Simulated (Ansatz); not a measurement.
Ansatz (a program for electronic structure) input (B3LYP-D3(BJ)/def2-TZVP):

Ansatz 0.2 input:
```yaml
crystal:
  periodic: [false, false, false]
  atoms:
    - {symbol: Te, position_ang: [0.00000000, 0.00000000, 0.00000000]}
    - {symbol: F, position_ang: [0.00000000, 0.00000000, 2.10670759]}
    - {symbol: F, position_ang: [-0.00000000, -0.00000000, -2.10670759]}
basis:
  gaussian:
    orbitals: def2-TZVP
hamiltonian:
  xc: b3lyp
  dispersion: d3bj
total_charge: -1
magnetization: {spin_polarized: true, initial_magnetization: 1}
phonons: {temperatures: {t_min: 298.15, t_max: 298.15, t_step: 100}}
```

Output:

```
Functional definition: B3LYP
integrals: 0.03 GiB planned
735 factors; their error is unknown
mean field: 0.42 GiB planned
mean field evaluation 1: about -12733.3461 eV, gradient 1.2e1 eV
mean field evaluation 2: about -12733.4127 eV, gradient 1.3e1 eV
mean field evaluation 4: about -12733.8320 eV, gradient 1.1e0 eV
mean field evaluation 8: about -12733.9563 eV, gradient 3.1e-1 eV
mean field evaluation 16: about -12733.9565 eV, gradient 9.0e-6 eV
mean field -12733.95651420 eV, -467.9642705110 hartree, gradient 8.9e-6 eV, S^2 0.752617; 1 other end points of the search recorded, 0 dependent functions left out
the calculation of the forces begins
reference -12733.95669521 eV, -467.9642771630 hartree; 22, 21 occupied and 90, 91 virtual orbitals, 735 factors
these checks for a lower state are left out or cut short: stability, starts, cluster_reference, orbital_swaps, neighbouring_geometries, increment
integrals: 0.03 GiB planned
735 factors; their error is unknown
mean field: 0.42 GiB planned
mean field evaluation 32: about -12733.9565 eV, gradient 2.0e-6 eV
mean field -12733.95650272 eV, -467.9642700893 hartree, gradient 1.6e-6 eV, S^2 0.752617; 0 other end points of the search recorded, 0 dependent functions left out
the calculation of the forces begins
reference -12733.95668373 eV, -467.9642767413 hartree; 22, 21 occupied and 90, 91 virtual orbitals, 735 factors
these checks for a lower state are left out or cut short: stability, starts, cluster_reference, orbital_swaps, neighbouring_geometries, increment
integrals: 0.03 GiB planned
735 factors; their error is unknown
mean field: 0.42 GiB planned
mean field -12733.95650272 eV, -467.9642700893 hartree, gradient 2.7e-6 eV, S^2 0.752617; 0 other end points of the search recorded, 0 dependent functions left out
the calculation of the forces begins
reference -12733.95668373 eV, -467.9642767413 hartree; 22, 21 occupied and 90, 91 virtual orbitals, 735 factors
these checks for a lower state are left out or cut short: stability, starts, cluster_reference, orbital_swaps, neighbouring_geometries, increment
integrals: 0.03 GiB planned
735 factors; their error is unknown
mean field: 0.42 GiB planned
mean field -12733.95651277 eV, -467.9642704586 hartree, gradient 1.4e-6 eV, S^2 0.752617; 0 other end points of the search recorded, 0 dependent functions left out
the calculation of the forces begins
reference -12733.95669378 eV, -467.9642771106 hartree; 22, 21 occupied and 90, 91 virtual orbitals, 735 factors
these checks for a lower state are left out or cut short: stability, starts, cluster_reference, orbital_swaps, neighbouring_geometries, increment
integrals: 0.03 GiB planned
735 factors; their error is unknown
mean field: 0.42 GiB planned
mean field -12733.95651277 eV, -467.9642704586 hartree, gradient 2.8e-6 eV, S^2 0.752617; 0 other end points of the search recorded, 0 dependent functions left out
the calculation of the forces begins
reference -12733.95669378 eV, -467.9642771106 hartree; 22, 21 occupied and 90, 91 virtual orbitals, 735 factors
these checks for a lower state are left out or cut short: stability, starts, cluster_reference, orbital_swaps, neighbouring_geometries, increment
integrals: 0.03 GiB planned
735 factors; their error is unknown
mean field: 0.42 GiB planned
mean field evaluation 64: about -12733.9565 eV, gradient 1.5e-6 eV
mean field -12733.95646267 eV, -467.9642686175 hartree, gradient 1.6e-6 eV, S^2 0.752617; 0 other end points of the search recorded, 0 dependent functions left out
the calculation of the forces begins
reference -12733.95664368 eV, -467.9642752695 hartree; 22, 21 occupied and 90, 91 virtual orbitals, 735 factors
these checks for a lower state are left out or cut short: stability, starts, cluster_reference, orbital_swaps, neighbouring_geometries, increment
integrals: 0.03 GiB planned
735 factors; their error is unknown
mean field: 0.42 GiB planned
mean field -12733.95646267 eV, -467.9642686175 hartree, gradient 2.2e-6 eV, S^2 0.752617; 0 other end points of the search recorded, 0 dependent functions left out
the calculation of the forces begins
reference -12733.95664368 eV, -467.9642752695 hartree; 22, 21 occupied and 90, 91 virtual orbitals, 735 factors
these checks for a lower state are left out or cut short: stability, starts, cluster_reference, orbital_swaps, neighbouring_geometries, increment
integrals: 0.03 GiB planned
735 factors; their error is unknown
mean field: 0.42 GiB planned
mean field -12733.95651133 eV, -467.9642704056 hartree, gradient 1.1e-6 eV, S^2 0.752617; 0 other end points of the search recorded, 0 dependent functions left out
the calculation of the forces begins
reference -12733.95669234 eV, -467.9642770576 hartree; 22, 21 occupied and 90, 91 virtual orbitals, 735 factors
these checks for a lower state are left out or cut short: stability, starts, cluster_reference, orbital_swaps, neighbouring_geometries, increment
integrals: 0.03 GiB planned
735 factors; their error is unknown
mean field: 0.42 GiB planned
mean field -12733.95651133 eV, -467.9642704056 hartree, gradient 1.1e-6 eV, S^2 0.752617; 0 other end points of the search recorded, 0 dependent functions left out
the calculation of the forces begins
reference -12733.95669234 eV, -467.9642770576 hartree; 22, 21 occupied and 90, 91 virtual orbitals, 735 factors
these checks for a lower state are left out or cut short: stability, starts, cluster_reference, orbital_swaps, neighbouring_geometries, increment
integrals: 0.03 GiB planned
735 factors; their error is unknown
mean field: 0.42 GiB planned
mean field evaluation 96: about -12733.9565 eV, gradient 2.2e-6 eV
mean field -12733.95651384 eV, -467.9642704979 hartree, gradient 2.0e-6 eV, S^2 0.752617; 0 other end points of the search recorded, 0 dependent functions left out
the calculation of the forces begins
reference -12733.95669485 eV, -467.9642771499 hartree; 22, 21 occupied and 90, 91 virtual orbitals, 735 factors
these checks for a lower state are left out or cut short: stability, starts, cluster_reference, orbital_swaps, neighbouring_geometries, increment
integrals: 0.03 GiB planned
735 factors; their error is unknown
mean field: 0.42 GiB planned
mean field -12733.95651384 eV, -467.9642704979 hartree, gradient 2.0e-6 eV, S^2 0.752617; 0 other end points of the search recorded, 0 dependent functions left out
the calculation of the forces begins
reference -12733.95669485 eV, -467.9642771499 hartree; 22, 21 occupied and 90, 91 virtual orbitals, 735 factors
these checks for a lower state are left out or cut short: stability, starts, cluster_reference, orbital_swaps, neighbouring_geometries, increment
integrals: 0.03 GiB planned
735 factors; their error is unknown
mean field: 0.42 GiB planned
mean field -12733.95648280 eV, -467.9642693572 hartree, gradient 2.8e-6 eV, S^2 0.752616; 0 other end points of the search recorded, 0 dependent functions left out
the calculation of the forces begins
reference -12733.95666380 eV, -467.9642760088 hartree; 22, 21 occupied and 90, 91 virtual orbitals, 735 factors
these checks for a lower state are left out or cut short: stability, starts, cluster_reference, orbital_swaps, neighbouring_geometries, increment
integrals: 0.03 GiB planned
735 factors; their error is unknown
mean field: 0.42 GiB planned
mean field -12733.95648119 eV, -467.9642692979 hartree, gradient 2.7e-6 eV, S^2 0.752617; 0 other end points of the search recorded, 0 dependent functions left out
the calculation of the forces begins
reference -12733.95666221 eV, -467.9642759504 hartree; 22, 21 occupied and 90, 91 virtual orbitals, 735 factors
Total energy: -12734.01708123 eV, -467.9664963085 hartree
Atom 0 at     0.000000     0.000000     0.000000 Å, force     0.000000    -0.000000     0.000000 eV/Å
Atom 1 at     0.000000     0.000000     2.106708 Å, force    -0.000000     0.000000    -0.002296 eV/Å
Atom 2 at    -0.000000    -0.000000    -2.106708 Å, force    -0.000000     0.000000     0.002296 eV/Å
Dipole moment:    -0.000000     0.000000    -0.000000 e Å
Vibrations: 65.21 184.71 391.48 420.76 cm⁻¹, zero-point energy 0.065845 eV
```
